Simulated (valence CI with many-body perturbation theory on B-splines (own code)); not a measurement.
**Energy levels of Re4+**

Level of theory: configuration interaction combined with many-body perturbation theory (CI+MBPT): three valence electrons over a frozen Dirac-Fock core [Xe] 4f14, radial functions for each j: 7 s, 7 p, 8 d, 6 f, 4 g, 1 h, with the one-electron correlation potential Σ1 (screened to all orders), the two-electron term Σ2, the three-electron term Σ3, Breit, model QED; selected single and double excitations, second order for the rest, scaled by the run's own slope (own B-spline code, finite nucleus).

Against 32 measured levels this calculation errs by 1065 cm⁻¹ on average and by 2255 at most. Only levels of the ground parity were solved; by the run's estimate the other parity begins above the list, which can be wrong where configurations are misplaced.

Levels 1 to 33 of 33, with energies above the lowest level, 5d³ ⁴F_3/2. "Leading %" is the weight of the configuration and term that name the level; weights of strongly mixed levels are sums over their largest components and can fall short, so below about 35 % the name and the second component can differ from the true leading terms, or belong to a minority configuration. Lifetimes count E1, E2, E3, M1 and M2 decay at the calculated energies, and are blank where another channel may lead or the interval is too uncertain; long ones can be off by a factor of two.

```tsv
No.	Configuration	Term	J	E (eV)	Leading %	Lifetime	g
1	5d³	⁴F	3/2	0.000	86		0.466
2	5d³	⁴F	5/2	0.589	95	242 ms	1.035
3	5d³	⁴F	7/2	1.102	89	378 ms	1.203
4	5d³	⁴F	9/2	1.479	65	1.73 s	1.242
5	5d³	⁴P	3/2	1.608	46	125 ms	1.403
6	5d³	⁴P	1/2	1.842	68	588 ms	2.033
7	5d³	²G	7/2	2.385	86	54.7 ms	0.932
8	5d³	²H	9/2	2.486	57	80.7 ms	1.053
9	5d³	⁴P	5/2	2.654	90	140 ms	1.561
10	5d³	²D	3/2	2.945	44	25.9 ms	1.215
11	5d³	²P	1/2	3.011	66	63.2 ms	1.303
12	5d³	²H	11/2	3.376	100	172 ms	1.091
13	5d³	²D	5/2	3.653	88	43.2 ms	1.212
14	5d³	²G	9/2	3.785	56	34.2 ms	1.058
15	5d³	²P	3/2	4.146	53	26.9 ms	1.177
16	5d³	²F	5/2	4.355	86	81.6 ms	0.900
17	5d³	²F	7/2	4.403	94	72.6 ms	1.134
18	5d³	²D	3/2	6.645	98	16.0 ms	0.804
19	5d³	²D	5/2	6.686	87	11.0 ms	1.178
20	5d²6s	⁴F	3/2	8.043	93	1.70 ms	0.427
21	5d²6s	⁴F	5/2	8.378	84	1.47 ms	1.028
22	5d²6s	⁴F	7/2	9.076	95	1.36 ms	1.233
23	5d²6s	⁴F	9/2	9.753	93	1.24 ms	1.319
24	5d²6s	²F	5/2	9.875	55	952 μs	1.020
25	5d²6s	⁴P	1/2	9.948	93	775 μs	2.601
26	5d²6s	⁴P	3/2	10.315	87	808 μs	1.613
27	5d²6s	⁴P	5/2	10.408	53	832 μs	1.310
28	5d²6s	²D	3/2	10.880	66	945 μs	0.968
29	5d²6s	²F	7/2	10.887	66	854 μs	1.066
30	5d²6s	²G	9/2	11.630	92	868 μs	1.126
31	5d²6s	²D	5/2	11.647	56	825 μs	1.327
32	5d²6s	²P	1/2	11.727	90	832 μs	0.766
33	5d²6s	²G	7/2	11.832	68	822 μs	0.970
```

Names give the largest LS component (configuration and term), which can be under half, so a name can repeat, a term be missing and a line seem to break the LS rules; names also repeat where a configuration has a term twice.

The ionisation energy to 5d² ³F2 of the next ion comes out as 53.535 eV (NIST: 51.9 ± 1.9 eV (theoretical)). All 33 levels together are meant to be complete up to 12.114 eV.
